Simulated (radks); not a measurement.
Problem. Re3+, 72 electrons, occupied as [Xe] 4f14 5d4 (the NIST ground configuration). Calculated with a radial shooting solver on a logarithmic mesh with Libxc functionals: Dirac Kohn-Sham, BLYP, spin-unpolarised, spherical densities, finite nucleus; open shells fill j = l - 1/2 first; Fermi nuclear charge, rms radius 5.3698 fm. Some entries of the table are withheld. Estimate them.

| orbital | occ. | eigenvalue (hartree) | <1/r> (bohr^-1) |
|---|---|---|---|
| 1s1/2 | 2 | (1) | 88.71 |
| 2s1/2 | 2 | -456.6094 | 21.63 |
| 2p1/2 | 2 | -437.0764 | 21.60 |
| 2p3/2 | 4 | -384.1552 | 18.04 |
| 3s1/2 | 2 | -106.5247 | 7.942 |
| 3p1/2 | 2 | -97.78005 | (2) |
| 3p3/2 | 4 | -86.28826 | (3) |
| 3d3/2 | 4 | -71.55759 | 6.831 |
| 3d5/2 | 6 | -69.06271 | 6.615 |
| 4s1/2 | 2 | -23.06990 | 3.342 |
| 4p1/2 | 2 | -19.41782 | (4) |
| 4p3/2 | 4 | -16.73517 | (5) |
| 4d3/2 | 4 | -10.72966 | (6) |
| 4d5/2 | 6 | -10.23402 | (7) |
| 5s1/2 | 2 | -4.19468 | 1.309 |
| 5p1/2 | 2 | -3.08537 | (8) |
| 5p3/2 | 4 | -2.67569 | (9) |
| 4f5/2 | 6 | -2.67459 | (10) |
| 4f7/2 | 8 | -2.58218 | (11) |
| 5d3/2 | 4 | -1.22446 | 0.7747 |
| 5d5/2 | 0 | -1.18442 | 0.7513 |
| 6s1/2 | 0 | -1.08191 | 0.5023 |
| 6p1/2 | 0 | -0.83575 | 0.4322 |
| 6p3/2 | 0 | -0.77791 | 0.4042 |

Solution. 
(1) 1s1/2 eigenvalue (hartree): -2630.104
(2) 3p1/2 <1/r> (bohr^-1): 7.859
(3) 3p3/2 <1/r> (bohr^-1): 6.936
(4) 4p1/2 <1/r> (bohr^-1): 3.233
(5) 4p3/2 <1/r> (bohr^-1): 2.911
(6) 4d3/2 <1/r> (bohr^-1): 2.699
(7) 4d5/2 <1/r> (bohr^-1): 2.623
(8) 5p1/2 <1/r> (bohr^-1): 1.183
(9) 5p3/2 <1/r> (bohr^-1): 1.070
(10) 4f5/2 <1/r> (bohr^-1): 2.181
(11) 4f7/2 <1/r> (bohr^-1): 2.149
